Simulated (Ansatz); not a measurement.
This geometry of H5NOSi2 (9 atoms, charge 0, multiplicity 1) is a first-order saddle point.

These are results of RKS BLYP-D4/def2-SVP (Ansatz 0.2.0), not measurements.

```xyz
9
Properties=species:S:1:pos:R:3
N -1.023 1.986 -1.272
Si -1.462 0.474 -0.445
O 0.038 -0.139 0.095
Si 0.720 -1.447 0.914
H -0.415 1.875 -2.101
H -0.582 2.710 -0.683
H -0.318 -2.472 1.276
H 1.753 -2.083 0.034
H 1.377 -0.950 2.166
```

(1) Which two structures does it join? (They come from a converged band through this point; their orientation in space is the band's.)

(2) How far does it lie above each of them?

Answers

(1) No bond is made or broken. The dihedral H6–N1–Si2–O3 goes from 180 to 0°. The two ends are copies of one structure, up to a mirror image or an exchange of like atoms.

First end point:

```xyz
9
Properties=species:S:1:pos:R:3
N -0.779 2.044 -0.981
Si -1.420 0.613 -0.234
O 0.068 -0.165 0.078
Si 0.693 -1.572 0.742
H 0.221 2.233 -1.124
H -1.376 2.799 -1.329
H -0.403 -2.482 1.225
H 1.504 -2.293 -0.293
H 1.582 -1.224 1.900
```

Last end point:

```xyz
9
Properties=species:S:1:pos:R:3
N -0.780 2.046 -0.976
Si -1.420 0.608 -0.242
O 0.069 -0.165 0.075
Si 0.693 -1.573 0.739
H -1.378 2.802 -1.322
H 0.220 2.239 -1.113
H -0.403 -2.482 1.222
H 1.504 -2.295 -0.296
H 1.583 -1.226 1.896
```

(2) 0.73 eV above the first and 0.73 eV above the second. This is the barrier of this one path; another mechanism may lie lower.

The run took 2.2 min on 1 thread of Arm Neoverse V2 (shared host), peak memory 0.12 GiB.
